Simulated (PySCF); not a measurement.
## Electron correlation in Ar (argon, neutral)

[Ar], closed-shell 1S. All numbers are calculated (PySCF 2.14, the non-relativistic Hamiltonian (point nucleus), in dyall-av3z). Frozen: [Ne]; 8 electrons correlated; the 26 highest virtual orbitals of each spin left out.

| level | correlation energy (mhartree) |
| --- | --- |
| CCSD | -231.26 |
| (T) | -7.44 |
| CCSD(T) | -238.70 |

Diagnostics: T1 = 0.0021, D1 = 0.0033, largest double amplitude 0.028.

**Question.** Is a single reference adequate?

**Answer.** Yes: T1 lies below 0.03 and no double amplitude reaches 0.07.
